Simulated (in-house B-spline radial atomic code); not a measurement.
Results of a calculation; reference values are marked as such.
## Extrapolating the RPA correlation energy in partial waves: F VII (F6+)

All-electron RPA on r2SCAN orbitals from an all-electron radial atomic-structure program (B-spline basis), non-relativistic, point nucleus, configuration [He] 2s1, highest spin. With empty states up to angular momentum L the sums are:

```
L  E_c(L) (hartree)
2         -0.150497
3         -0.153639
4         -0.154814
5         -0.155346
6         -0.155619
7         -0.155772
8         -0.155863
```

For large l each further wave adds A/(l + 1/2)⁴, because the basis must build the cusp where two electrons meet.

Problem. Estimate the limit from L = 7 and L = 8.

Solution. Wave 8 adds -0.000091, against a sum of (l + 1/2)⁻⁴ of 1.91569e-04, so A = -0.47503. The sum over l > 8 is ζ(4, 9.5) = 4.5445e-04, close to 1/(3 × 9³) = 4.5725e-04. The tail is -0.000216 and the limit -0.15608 hartree.

Problem. How good is the estimate?

Solution. A run to L = 11 sums to -0.15598 and extrapolates to -0.15605 hartree, 0.00 millihartree from the run before. The estimate differs from that by -0.02 millihartree, while the bare sum at L = 8 misses 0.2 millihartree (0.1 %).
